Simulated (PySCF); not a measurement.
## Relaxation of doublet SbH₄

Method: UPBE0 in PySCF with Sb def2-TZVP with ECP28, H def2-TZVP; scalar-relativistic core potentials, no spin–orbit coupling; density-fitted integrals. A (50,194) grid was used.

A hand-made see-saw start, of C2v symmetry, held to at least that symmetry:

```xyz
5
charge 0 multiplicity 2, angstrom
Sb    0.0000    0.0000   -0.0195
H     0.0000    1.7135    0.1304
H     0.0000   -1.7135    0.1304
H     1.3554    0.0000    1.0394
H    -1.3554    0.0000    1.0394
```

**Question.** What forces act on the atoms at the start (eV/Å)?

**Answer.** 
```json
{"atom": "Sb1", "Fx": "0.00", "Fy": "0.00", "Fz": "0.38"}
{"atom": "H2", "Fx": "0.00", "Fy": "1.09", "Fz": "-0.24"}
{"atom": "H3", "Fx": "0.00", "Fy": "-1.09", "Fz": "-0.24"}
{"atom": "H4", "Fx": "-0.29", "Fy": "0.00", "Fz": "0.05"}
{"atom": "H5", "Fx": "0.29", "Fy": "0.00", "Fz": "0.05"}
```

**Question.** What does it relax to?

**Answer.** It ends at C2v with Sb–H 1.696 Å (×2), Sb–H 1.830 Å (×2); H–Sb–H 91.8° (×4), H–Sb–H 96.0°, H–Sb–H 174.6°. A frequency run shows a minimum. Other isomers or separated fragments may lie lower.

**Question.** How much energy is released, and in how many steps?

**Answer.** 21.3 kJ/mol in 5 steps.

No spin–orbit coupling is included, which matters more the heavier the element.
